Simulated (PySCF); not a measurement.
C3H7NSi, SMILES C=C=CN[SiH3].

Geometry: ωB97X-D3(BJ)/def2-SVP. This is a generated structure with no PubChem entry under its InChIKey; it may be hypothetical. Other conformers were not sampled.

Level of theory: PBE/def2-TZVP run with PySCF.

The molecule is in vacuum.

The total energy comes out as -462.41602 hartree and the point group comes out as Cs. The highest occupied level comes out as -4.87 eV, the lowest empty level comes out as -1.24 eV and the orbital gap comes out as 3.62 eV. The dipole moment comes out as 1.24 D. The quadrupole, principal values (traceless, Buckingham form, about the centre of nuclear charge) is -4.28, -2.99, 7.27 D·Å. The mean static polarisability is 75.1 bohr³ (11.13 Å³) and the polarisability, principal values is 53.9, 66.8, 104.5 bohr³.
